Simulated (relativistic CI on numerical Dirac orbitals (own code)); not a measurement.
**Crystal-field levels of Pt³⁺, 5d7**

Calculated by Dirac-Coulomb-Breit CI, orbitals from a KLI potential per configuration, model QED (radiative potential, 1s self-energy scaled to tabulated hydrogen-like ionisation energies), valence Slater integrals scaled by 0.85, one configuration in a parametric crystal field (own radial code).

Field parameters in Wybourne normalisation: D3d B²₀ = −7Dσ, B⁴₀ = −14Dq − 21Dτ, B⁴₃ = −14√(10/7) Dq. The field is a parameter set, without covalency.

S is read from ⟨S²⟩ = S(S + 1).

Levels (cm⁻¹, degeneracy): 0 (2), 345 (2), 19159 (2), 20951 (2), 22023 (2), 26930 (2), 28278 (2), 28443 (2), 33412 (2), 33562 (2), 37628 (2), 37883 (2).

Which field gives this pattern?
A. D3d, 10Dq = 36200, Dσ = -330, Dτ = 390 cm⁻¹
B. D3d, 10Dq = 36200, Dσ = -980, Dτ = 390 cm⁻¹
C. D3d, 10Dq = 36200, Dσ = 330, Dτ = 390 cm⁻¹
D. D3d, 10Dq = 36200, Dσ = -110, Dτ = 390 cm⁻¹

D. D3d, 10Dq = 36200, Dσ = -110, Dτ = 390 cm⁻¹, ground level with S = 0.58.
